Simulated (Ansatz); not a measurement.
Total energies of `FC(F)(F)c1ccc(-c2ccc(-c3ccc(-c4ccc(-c5ccc(-c6ccc(C(F)(F)F)s6)s5)s4)s3)s2)s1` from Ansatz at PBE-D4/def2-SVP, gas phase (1 Eh = 27.2114 eV = 2625.5 kJ/mol). The reference geometry is relaxed at PBE-D4/def2-SVP.

```csv
state,geometry,energy (Eh)
charge 0 singlet,reference,-3981.60532
charge 1 doublet,reference,-3981.37831
charge -1 doublet,reference,-3981.67568
free F atom (doublet),–,-99.53976
free C atom (triplet),–,-37.75124
free S atom (triplet),–,-397.80063
free H atom (doublet),–,-0.49863
```

Single mean-field runs in def2-SVP are fitted with def2-universal-jkfit.

Question: Work out the vertical ionisation energy to the doublet.

Answer: E(charge 1 doublet) − E(charge 0 singlet) = -3981.37831 − (-3981.60532) = 0.22701 Eh = 6.18 eV. For comparison, −ε of the highest occupied level is 4.75 eV at this level, 1.43 eV less.

Question: Work out the vertical electron affinity, to the doublet.

Answer: E(charge 0 singlet) − E(charge -1 doublet) = -3981.60532 − (-3981.67568) = 0.07036 Eh = 1.91 eV. The basis lacks diffuse functions, which makes affinities too small.

Question: Give the fundamental gap IE − EA, the Mulliken electronegativity (IE + EA)/2 and the hardness (IE − EA)/2.

Answer: From the values in Eh: IE − EA = 0.22701 − 0.07036 = 0.15665 Eh = 4.26 eV; (IE + EA)/2 = 4.05 eV; (IE − EA)/2 = 2.13 eV. The HOMO–LUMO gap of the same run is 1.54 eV, 2.72 eV smaller than the fundamental gap.

Question: What is the binding energy per atom against free atoms?

Answer: Atoms: 6 × (-99.53976) + 26 × (-37.75124) + 6 × (-397.80063) + 12 × (-0.49863) = -3971.55814 Eh. Binding: -3971.55814 − (-3981.60532) = 10.04718 Eh = 273.40 eV, or 5.47 eV for each of 50 atoms (no zero-point energy, no counterpoise term).
